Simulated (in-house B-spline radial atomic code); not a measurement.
The numbers below are computed, except where a source is named.
## From levels and matrix elements to observables: Ag XLV (Ag44+)

One electron outside the 1s2 core, from an all-electron radial atomic-structure program (B-spline basis): Brueckner orbitals with a screened correlation potential on Dirac-Hartree-Fock, Breit and QED terms for the lowest states, dipole elements in length form with static core polarisation. The core's own polarisability, by RPA, is 1.677e-06 bohr³.

```tsv
state	removal energy (cm⁻¹)	size of the reduced dipole element to 2s1/2 (a.u.)
2s1/2	58646567	-
3s1/2	25705545	-
2p1/2	57844500	0.08912
2p3/2	56197446	0.1297
3p1/2	25484022	0.05167
3p3/2	24995013	0.06771
```

Use R = 109737.3 cm⁻¹, 1 hartree = 219474.6 cm⁻¹, c = 137.036 and 1 a.u. of rate = 4.1341e16 s⁻¹.

Problem. Find the quantum defects of the two s states and predict 4s1/2.

Solution. With n* = 45 √(R/E): 2s1/2 has n* = 1.9466, δ = 0.0534; 3s1/2 has n* = 2.9402, δ = 0.0598. Ritz's form δ = δ0 + b/n*² gives b = -0.043, δ0 = 0.0648, so with n* ≈ 4 − 0.0598, δ = 0.0620 and E = R × 45²/(4 − 0.0620)² = 14329440 cm⁻¹. The program finds 14344663 cm⁻¹. In so highly charged an ion δ holds relativistic, Breit and QED shifts that Ritz's form doesn't follow, and the higher level lacks the last two.

Problem. What are the wavelength, oscillator strength and rate of 2s1/2–2p3/2?

Solution. ΔE = 2449121 cm⁻¹ = 11.15902 hartree, λ = 4.0831 nm in vacuum. f = (2/3) ΔE D²/(2j + 1 of the lower state) = (2/3) × 11.15902 × 0.1297²/2 = 0.0626. A = (4/3) ΔE³ D²/(c³ (2j' + 1)) = 3.0278e-06 a.u. = 1.252e+11 s⁻¹, a partial lifetime of 0.007989 ns.
